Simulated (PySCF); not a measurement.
## Correlation energy of Xe⁺ (xenon, charge +1)

Starting occupation: [Kr] 4d10 5s2 5p5, 5p1/2 with m_j = -1/2, +1/2, 5p3/2 with m_j = -1/2, +1/2, +3/2. Calculation: PySCF 2.14, in x2c-SVPall-2c with one added diffuse shell each of s, p type (7s9p4d, 54 functions); X2C-1e with screened-nucleus spin-orbit coupling, Gaussian nucleus. Frozen: [Ar] 3d10; 25 electrons correlated; the 6 highest virtual spinors left out.

MP2 pair energies summed by pair of shells (mhartree):

| pair | energy | share (%) |
| --- | --- | --- |
| 5p1/2-5p3/2 | -25.57 | 20.6 |
| 5p3/2-5p3/2 | -15.96 | 12.9 |
| 5p3/2-5s1/2 | -12.87 | 10.4 |
| 5p1/2-5p1/2 | -6.75 | 5.4 |
| 4d5/2-4p3/2 | -6.14 | 4.9 |
| 5p1/2-5s1/2 | -6.12 | 4.9 |
| 4d3/2-4d5/2 | -4.92 | 4.0 |
| 4p1/2-4p3/2 | -4.32 | 3.5 |
| 4d3/2-4p3/2 | -4.20 | 3.4 |
| 4d5/2-4d5/2 | -3.80 | 3.1 |
| 4p3/2-4p3/2 | -3.74 | 3.0 |
| 4d5/2-5p3/2 | -3.38 | 2.7 |
| 5s1/2-5s1/2 | -3.35 | 2.7 |
| 4d5/2-4p1/2 | -3.04 | 2.4 |
| 4d5/2-5p1/2 | -2.11 | 1.7 |
| 4d3/2-4p1/2 | -1.94 | 1.6 |
| 4d3/2-5p3/2 | -1.89 | 1.5 |
| 4d3/2-4d3/2 | -1.66 | 1.3 |
| 4d3/2-5p1/2 | -1.58 | 1.3 |
| 4d5/2-5s1/2 | -1.46 | 1.2 |
| 4p3/2-5p3/2 | -1.22 | 1.0 |
| 4d5/2-4s1/2 | -1.07 | 0.9 |
| 4p3/2-5p1/2 | -1.02 | 0.8 |
| 4d3/2-5s1/2 | -1.02 | 0.8 |
| 4p1/2-4p1/2 | -0.79 | 0.6 |
| 4d3/2-4s1/2 | -0.70 | 0.6 |
| 4p3/2-4s1/2 | -0.66 | 0.5 |
| 4p3/2-5s1/2 | -0.63 | 0.5 |
| 4p1/2-5p3/2 | -0.59 | 0.5 |
| 4s1/2-4s1/2 | -0.39 | 0.3 |

Total MP2 correlation energy: -124.19 mhartree.

This basis was not built for core-valence correlation, so the inner-shell part is incomplete.
